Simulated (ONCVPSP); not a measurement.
**Before and after: ONCV potential for Si (Z = 14)**

silicon (Si), optimised norm-conserving Vanderbilt (ONCV), made with ONCVPSP 4.0.1 (PBEsol, scalar-relativistic). Core [Ne], reference 3s2 3p1.75 (charge +0.25). Waves: 3s: rc 1.95 bohr, ncon 4, nbas 8, qcut 3.5 1/bohr, 2 projectors, debl 2.3 Ha; 3p: rc 1.50 bohr, ncon 4, nbas 8, qcut 5.6 1/bohr, 1 projector. Local part: polynomial inside 1.25 bohr (lpopt 5, dvloc0 -1 Ha). Core correction: Teter function, fcfact 3.75, rcfact 1.8.

All-electron outer shells of the reference configuration (PBEsol, scalar-relativistic, ld1.x):

```tsv
shell	level (eV)	outermost node (bohr)	outermost maximum (bohr)
2s	-141.26	0.15	0.45
2p	-97.55	–	0.39
3s	-12.67	0.72	1.77
3p	-5.80	0.72	2.11
```

Change: local potential polynomial inside 1.25 bohr (lpopt 5, dvloc0 9.5 Ha).

Cutoffs: the cutoffs (Ha) at which the residual kinetic energy of the hardest occupied pseudo-wave falls to 1 and 0.1 mHa per electron; they do not see the model core or the augmentation charge, which bear on the density cutoff. Errors are all-electron minus pseudo energies relative to the spin-unpolarised reference configuration.

Q: What does the change do?

A: The potential gets neither clearly harder nor softer (7.4 Ha and 59 Ha → 7.4 Ha and 59 Ha); of the 4 tests that both files solve, the error grows in 1 and shrinks in 0 by more than 15 % and 0.3 meV (median size 18.4 → 18.7 meV); the range in which the p phases agree widens (upper end 0.6 → at the end of the scan); neither file shows a bound ghost.

| quantity | base | changed |
| --- | --- | --- |
| cutoff, loose | 7.4 Ha | 7.4 Ha |
| cutoff, tight | 59 Ha | 59 Ha |
| bound ghosts | none | none |
| GHOST(+) flags under 300 eV | s at 84.2 eV | none |
| error for 3s2 3p2, meV [ΔE -1.23 eV] | +0.2 | +0.1 |
| error for 3s2 3p1, meV [ΔE 6.48 eV] | -0.4 | -0.9 |
| error for 3s2 3p0, meV [ΔE 22.45 eV] | -36 | -36 |
| error for 3s1 3p0, meV [ΔE 56.35 eV] | -329 | -329 |
| s: phases at 1.98 bohr within 0.05 rad from the reference energy up to (Ha; the scan ends near 5) | 2.8 | 3.3 |
| p: phases at 1.52 bohr within 0.05 rad from the reference energy up to (Ha; the scan ends near 5) | 0.6 | to the end of the scan |
| rms error of d²Exc/dni dnj with the model core, mHa | 4.54 | 4.54 |
